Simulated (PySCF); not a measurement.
Electron correlation in Li⁺ (lithium, charge +1)

1s2, closed-shell 1S. Calculation: PySCF 2.14, in x2c-SVPall (3s2p, 9 functions); scalar relativity by spin-free X2C-1e. Frozen: nothing; 2 electrons correlated.

Total MP2 correlation energy: -1.97 mhartree.

Same-spin part 0.00 and opposite-spin part -1.97 mhartree; SCS-MP2 scales them by 1/3 and 6/5 to -2.36 mhartree.

With two correlated electrons CCSD is exact within the correlated space (frozen core and kept virtual orbitals).

| level | correlation energy (mhartree) |
| --- | --- |
| CCSD | -2.08 |

Diagnostics: T1 = 0.00046, D1 = 0.0007, largest double amplitude 0.010.

Cost of the coupled-cluster step: 0.02 s of wall time on 1 thread of Neoverse-V1 (shared host), for 2 correlated electrons.

Iterations:

```
CC2 = 0
CCSD nocc = 1, nmo = 9
frozen orbitals []
max_cycle = 100
direct = 0
conv_tol = 1e-08
conv_tol_normt = 1e-06
diis_space = 8
diis_start_cycle = 0
Init t2, MP2 energy = -7.23551217251327  E_corr(MP2) -0.00196783160532655
Init E_corr(CCSD) = -0.0019678316053291
cycle = 1  E_corr(CCSD) = -0.00207234960242458  dE = -0.000104517997  norm(t1,t2) = 0.00131563
cycle = 2  E_corr(CCSD) = -0.00208422422661938  dE = -1.18746242e-05  norm(t1,t2) = 0.000126757
cycle = 3  E_corr(CCSD) = -0.00208483539005882  dE = -6.11163439e-07  norm(t1,t2) = 1.55983e-05
cycle = 4  E_corr(CCSD) = -0.00208492669017256  dE = -9.13001137e-08  norm(t1,t2) = 2.07531e-06
cycle = 5  E_corr(CCSD) = -0.0020849227666585  dE = 3.92351406e-09  norm(t1,t2) = 1.30803e-07
CCSD converged
E(CCSD) = -7.235629263674604  E_corr = -0.002084922766658504
```
